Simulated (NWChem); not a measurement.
The numbers come from NWChem runs, not from measurements. System: CCl2F, charge 0, spin multiplicity 2, at a geometry optimised with UPBE/def2-SVP. The structure started from a generated list of species. Its SCF solution wasn't tested for a lower state. Level: UHF/def2-TZVP.

Job file:

```
start mol
memory heap 200 mb stack 900 mb global 1100 mb
geometry units angstroms nocenter noautoz
  F     -1.616713    -0.063758     0.000000
  C     -0.345616     0.328036     0.000000
  Cl     0.488944    -0.041012    -1.481466
  Cl     0.488944    -0.041012     1.481466
  symmetry group Cs
end
basis spherical
  * library def2-tzvp
end
scf
  uhf
  nopen 1
  maxiter 100
  thresh 1e-7
  semidirect memsize 60000000 filesize 0
  # guess.movecs holds the orbitals of an unrestricted PBE0 run
  vectors input guess.movecs output mol.movecs
end
task scf energy
```

NWChem printed:

```
             Northwest Computational Chemistry Package (NWChem) 7.3.0
             --------------------------------------------------------

                                NWChem Input Module
                                -------------------

 Scaling coordinates for geometry "geometry" by  1.889725989
 (inverse scale =  0.529177249)

 Turning off AUTOSYM since
 SYMMETRY directive was detected!

                             Geometry "geometry" -> ""
                             -------------------------

 Output coordinates in angstroms (scale by  1.889725989 to convert to a.u.)

  No.       Tag          Charge          X              Y              Z
 ---- ---------------- ---------- -------------- -------------- --------------
    1 F                    9.0000    -1.61671300    -0.06375800     0.00000000
    2 C                    6.0000    -0.34561600     0.32803600     0.00000000
    3 Cl                  17.0000     0.48894400    -0.04101200    -1.48146600
    4 Cl                  17.0000     0.48894400    -0.04101200     1.48146600

 Effective nuclear repulsion energy (a.u.)     198.0342465157

            Nuclear Dipole moment (a.u.)
            ----------------------------
        X                 Y               Z
 ---------------- ---------------- ----------------
    -0.0000321253    -0.0000264562     0.0000000000

      Symmetry information
      --------------------

 Group name             Cs
 Group number              2
 Group order               2
 No. of unique centers     3

      Symmetry unique atoms

     1    2    3


 Summary of "ao basis" -> "" (spherical)
 ------------------------------------------------------------------------------
       Tag                 Description            Shells   Functions and Types
 ---------------- ------------------------------  ------  ---------------------
 *                         def2-tzvp                  on all atoms

 Summary of "ao basis" -> "ao basis" (spherical)
 ------------------------------------------------------------------------------
       Tag                 Description            Shells   Functions and Types
[...]
    35     -0.473725  2 C  s                 43     -0.470110  2 C  px
    80      0.414319  3 Cl px               117      0.414319  4 Cl px

 center of mass
 --------------
 x =  -0.01248259 y =  -0.00268011 z =   0.00000000

 moments of inertia (a.u.)
 ------------------
         553.447567337593           2.876655716944           0.000000000000
           2.876655716944         790.280790180345           0.000000000000
           0.000000000000           0.000000000000         247.446087065899

  Mulliken analysis of the total density
  --------------------------------------

    Atom       Charge   Shell Charges
 -----------   ------   -------------------------------------------------------
    1 F    9     9.21   0.77  1.20  0.60  1.02  0.33  2.23  2.26  0.77  0.00  0.02  0.00
    2 C    6     5.71   0.85  1.12  0.50  0.68  0.01  1.05  1.16  0.08  0.04  0.20  0.02
    3 Cl  17    17.04   2.01  0.45  1.52  1.10  0.83  4.18  1.69  1.07  2.80  1.33  0.02  0.04  0.01
    4 Cl  17    17.04   2.01  0.45  1.52  1.10  0.83  4.18  1.69  1.07  2.80  1.33  0.02  0.04  0.01

  Mulliken analysis of the alpha density
  --------------------------------------

    Atom       Charge   Shell Charges
 -----------   ------   -------------------------------------------------------
    1 F    9     4.61   0.39  0.60  0.30  0.51  0.16  1.13  1.14  0.37  0.00  0.01  0.00
    2 C    6     3.32   0.43  0.56  0.29  0.38  0.02  0.70  0.75  0.05  0.02  0.10  0.01
    3 Cl  17     8.54   1.01  0.22  0.76  0.55  0.41  2.09  0.84  0.54  1.41  0.66  0.01  0.02  0.00
    4 Cl  17     8.54   1.01  0.22  0.76  0.55  0.41  2.09  0.84  0.54  1.41  0.66  0.01  0.02  0.00

   Mulliken analysis of the beta density
   -------------------------------------

    Atom       Charge   Shell Charges
 -----------   ------   -------------------------------------------------------
    1 F    9     4.59   0.39  0.60  0.30  0.51  0.17  1.10  1.12  0.40  0.00  0.01  0.00
    2 C    6     2.40   0.43  0.56  0.21  0.30 -0.01  0.35  0.41  0.03  0.02  0.10  0.01
    3 Cl  17     8.50   1.01  0.22  0.76  0.55  0.42  2.09  0.85  0.53  1.39  0.67  0.01  0.02  0.00
    4 Cl  17     8.50   1.01  0.22  0.76  0.55  0.42  2.09  0.85  0.53  1.39  0.67  0.01  0.02  0.00

   Mulliken analysis of the spin density
   -------------------------------------

    Atom       Charge   Shell Charges
 -----------   ------   -------------------------------------------------------
    1 F    9     0.02   0.00 -0.00  0.00  0.00 -0.00  0.04  0.01 -0.03  0.00  0.00  0.00
    2 C    6     0.92   0.00 -0.01  0.09  0.08  0.03  0.35  0.34  0.03 -0.00 -0.00 -0.00
    3 Cl  17     0.03   0.00  0.00 -0.00  0.00 -0.00  0.00 -0.00  0.01  0.02 -0.01  0.00  0.01  0.00
    4 Cl  17     0.03   0.00  0.00 -0.00  0.00 -0.00  0.00 -0.00  0.01  0.02 -0.01  0.00  0.01  0.00

       Multipole analysis of the density wrt the origin
       ------------------------------------------------

     L   x y z        total         alpha         beta         nuclear
     -   - - -        -----         -----         ----         -------
     0   0 0 0     -0.000000    -25.000000    -24.000000     49.000000

     1   1 0 0      0.187267      0.362513     -0.175213     -0.000032
     1   0 1 0      0.077325     -0.482392      0.559744     -0.000026
     1   0 0 1      0.000000      0.000000     -0.000000      0.000000

     2   2 0 0    -27.251939    -72.175018    -70.667999    115.591077
     2   1 1 0     -0.364376      1.063985      0.122656     -1.551016
     2   1 0 1     -0.000000     -0.000000      0.000000      0.000000
     2   0 2 0    -26.254070    -15.812448    -13.082134      2.640512
     2   0 1 1      0.000000      0.000000      0.000000      0.000000
     2   0 0 2    -25.491398   -146.964087   -145.004455    266.477145

 Task  times  cpu:       10.4s     wall:       10.4s

 Total times  cpu:       10.4s     wall:       10.4s
```
